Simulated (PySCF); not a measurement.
A structure optimised at PBE-D3(BJ)/def2-SVP, used in a PySCF frequency run:

```
C
C 1 1.3521
H 2 1.1050 1 121.95
H 2 1.1056 3 115.72 1 180.00
H 1 1.1064 2 117.92 3 180.00
Al 1 1.9331 5 120.93 2 180.00
F 6 1.6752 1 121.85 5 0.00
Br 6 2.2614 7 117.55 1 180.00
```
Charge 0, spin multiplicity 1.

### Question
Write its SMILES, formula and point group.

### Answer
C=[CH][Al]([F])[Br], C₂H₃AlBrF, Cs

### Question
What are its rotational constants (standard atomic weights)?

### Answer
2.9222, 1.6070, 1.0368 GHz
